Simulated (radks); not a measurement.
Li2+, 1 electrons, occupied as 2s1 (not the ground configuration).

Method: scalar-relativistic Kohn-Sham, PBE, spin-unpolarised, spherical densities, finite nucleus; Fermi nuclear charge, rms radius 2.444 fm; without spin polarisation the odd electron is poorly described; computed with a radial shooting solver on a logarithmic mesh with Libxc functionals.

Energy parts (hartree):
| part | energy |
|---|---|
| total | -1.11693 |
| kinetic | 1.10646 |
| electron-nucleus | -2.23197 |
| Hartree | 0.22633 |
| exchange-correlation | -0.21774 |

Orbitals (lengths in bohr, moments of r in powers of bohr; <r^-3> diverges for s and p1/2):
| orbital | occ. | eigenvalue (hartree) | <r^4> | <r^-3> |
|---|---|---|---|---|
| 1s | 0 | -4.36391 | 0.2520 | - |
| 2s | 1 | -0.95124 | 35.18 | - |
| 2p | 0 | -0.90849 | 23.94 | 1.003 |
| 3d | 0 | -0.32647 | 406.0 | 0.05936 |

The highest occupied level is 2s at -25.885 eV. The configuration is held as typed, so some empty levels lie below it. The electron density at the nucleus is 1.076 e/bohr^3 (large components only). Summed over all electrons, <r^2> = 4.632 bohr^2, which gives a Langevin (diamagnetic) susceptibility term of -3.67 x 10^-6 cm^3/mol. The density falls to 0.001 e/bohr^3 at r = 3.21 bohr.
